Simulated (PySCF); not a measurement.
# Unknown compound

Molecular formula: C4H10FNSi2. Simulated spectra:

1H NMR (400 MHz, computed): δ 8.79 (m, 1H), 8.76 (m, 1H), 6.27 (m, 1H), 5.06 (t, 2H), 4.19 (m, 3H), 1.84 (m, 2H).

13C{1H} NMR (computed): δ 176.3 (CH2), 168.9 (C), 129.8 (CH), 16.9 (CH2).

Fast rotation and ring inversion assumed for equivalent nuclei, gas phase, non-relativistic, one computed conformer. Geometry: GFN2-xTB; NMR shieldings at PBE0/pcSseg-1/GIAO; PySCF 2.14.0 with density-fitted response routines.

References, each an isolated molecule treated in the same way: 1H (31.72 ppm), 13C (186.93 ppm) vs TMS.

**Question.** What is the structure?

**Answer.** 
Rings plus π bonds: 2 (no ring in the answer). 4 carbon signals for 4 carbons: no two carbons are equivalent. Carbon types of the structure: 1 × C, 1 × CH, 2 × CH2, leaving 5 H on heteroatoms. δC 176.3: C=N carbon. δC 168.9: fully substituted alkene carbon. δC 129.8: alkene CH; the olefinic region. δC 16.9: allylic sp3 CH2 bonded to Si. δH 8.79, 8.76: hydrogen on a C=N carbon. δH 6.27: hydrogen on an alkene CH; a vinylic proton, deshielded by the sp2 carbon and the C=C anisotropy. δH 1.84: hydrogen on an allylic sp3 CH2 bonded to Si; allylic position.

These data were computed for SMILES N(=C)[SiH2]C/C=C(/F)[SiH3].

This is the structure that produced the data.

Splittings by 19F in the carbon and heteronuclear signals aren't shown, as no couplings were computed. Shifts are as computed. Against solution values, carbons near 30 ppm lie about +3 ppm off and those near 130 ppm about +5 ppm. Of 1309 compounds with measured shifts, 239 miss one by over three times the rms of a fit or turn the order of signals round; such compounds aren't used in these exercises. Multiplicities follow the n + 1 count of equivalent neighbours, as no J values were calculated; m marks all less simple cases, F and P coupling included.
